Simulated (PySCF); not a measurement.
A structure optimised at PBE-D3(BJ)/def2-SVP, used in a PySCF frequency run:

```
W
O 1 1.7254
N 1 1.7713 2 112.78
H 3 1.0274 1 144.78 2 2.23
C 1 2.1198 2 105.65 3 -113.30
H 5 1.1095 1 111.57 2 58.12
H 5 1.1103 6 108.29 1 -120.99
H 5 1.1117 6 108.33 7 -118.56
S 1 2.3669 2 114.51 3 123.02
H 9 1.3674 1 93.40 2 36.03
```

Question: Write its SMILES and formula.

Answer: [CH3][W](=[NH])(=[O])[SH], CH5NOSW

Question: What are its rotational constants (standard atomic weights)?

Answer: 3.3471, 1.8465, 1.7804 GHz
